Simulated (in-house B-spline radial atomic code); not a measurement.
**Binding energies in In⁵⁺**

NIST's tabulated ground configuration is [Kr] 4d8; each binding energy is the energy of the ion with one electron taken from that subshell, relaxed, less that of the parent. All numbers are computed (Dirac-Hartree-Fock, average of configuration; Fermi nucleus of rms radius 4.6156 fm) with a radial B-spline atomic code at the basis-set limit, not measured. Energies include first-order Breit, QED and recoil terms.

| subshell | X-ray name | binding energy (eV) | -ε (eV) | relaxation (eV) |
| --- | --- | --- | --- | --- |
| 1s | K | 28022.8 | 28174.0 | 61.3 |
| 2s | L1 | 4328.2 | 4368.7 | 31.3 |
| 2p1/2 | L2 | 4023 | 4066.5 | 34.6 |
| 2p3/2 | L3 | 3815 | 3854.7 | 33.5 |
| 3s | M1 | 911.8 | 924.9 | 11.6 |
| 3p1/2 | M2 | 788.5 | 801.8 | 12.0 |
| 3p3/2 | M3 | 750 | 762.4 | 11.6 |
| 4s | N1 | 208.8 | 211.6 | 2.5 |
| 4p1/2 | N2 | 166 | 168.5 | 2.2 |
| 4p3/2 | N3 | 159.1 | 161.3 | 2.1 |
| 4d | N4,5 | 91.61 | 93.10 | 1.49 |

Relaxation = -ε minus the binding energy without Breit, QED and recoil terms.

Emission lines follow as differences of binding energies, with λ = 12398.42 eV·Å / E:

```json
{"line": "K-L3", "holes": "1s → 2p3/2", "energy (eV)": "24207.8", "wavelength (Å)": "0.51217"}
{"line": "K-L2", "holes": "1s → 2p1/2", "energy (eV)": "23999.8", "wavelength (Å)": "0.51661"}
{"line": "K-M3", "holes": "1s → 3p3/2", "energy (eV)": "27272.8", "wavelength (Å)": "0.45461"}
{"line": "L1-M3", "holes": "2s → 3p3/2", "energy (eV)": "3578.2", "wavelength (Å)": "3.465"}
{"line": "L3-M1", "holes": "2p3/2 → 3s", "energy (eV)": "2903.2", "wavelength (Å)": "4.2706"}
```

**Question.** What screening constant σ does Moseley's law, E = (3/4)·13.6057 eV·(Z - σ)², need for K-L3?

**Answer.** σ = 0.29.

Moseley's non-relativistic formula needs a falling, then negative, screening constant for heavy elements, because relativity binds the 1s electron more strongly than the formula allows.

**Question.** What does it cost to remove both a 3p3/2 and a 4s electron?

**Answer.** 985.84 eV, which is 27.03 eV more than the two single binding energies together.

**Question.** What does it cost to remove both a 4p3/2 and a 4d electron?

**Answer.** 270.84 eV, which is 20.14 eV more than the two single binding energies together.

**Question.** What does it cost to remove both a 4s and a 4p1/2 electron?

**Answer.** 395.65 eV, which is 20.77 eV more than the two single binding energies together.
